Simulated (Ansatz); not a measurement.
Isolated molecules relaxed with PBE0-D4/def2-TZVP in Ansatz; ΔE leaves out vibrations. CBS: MP2 limit from def2 TZ/QZ plus the TZ coupled-cluster correction, frozen cores. This one scheme is used for every species. DFT in def2-TZVPP. For Se outer-core shells are correlated without core-valence functions, which leaves a few kJ/mol of doubt a bond. Scalar relativity is left out up to krypton. Each species was taken in one conformer, which may not be the lowest.

Reaction (ligand exchange at the Si–C bond): `FC[SiH]1[SiH2][Se]1` + H–F → `F[SiH]1[SiH2][Se]1` + `CF`

CCSD(T)/CBS gives -139.3 kJ/mol.

(1) Another level gave -135.7 kJ/mol. Which?
A. HF/def2-TZVPP
B. r2SCAN/def2-TZVPP
C. CCSD(T)/def2-TZVPP
D. PBE/def2-TZVPP

Largest T1 diagnostic among the species: 0.012.

Results:

(1) D. PBE -135.7, r2SCAN -146.1, HF/def2-TZVPP -166.3, CCSD(T)/def2-TZVPP -139.8 kJ/mol.

The D4 term adds +8.2 kJ/mol with B3LYP and +4.7 kJ/mol with PBE0; it sums over pairs of atoms, weighted by their polarisabilities, and B3LYP, whose exchange is more repulsive, gets the larger term. In def2-TZVPP, CCSD(T) changes the Hartree–Fock value by +26.5 kJ/mol (the triples alone add +3.6 kJ/mol) and MP2 by +26.7 kJ/mol.

B3LYP here is the variant with VWN-RPA as its local correlation; programs differ in this.
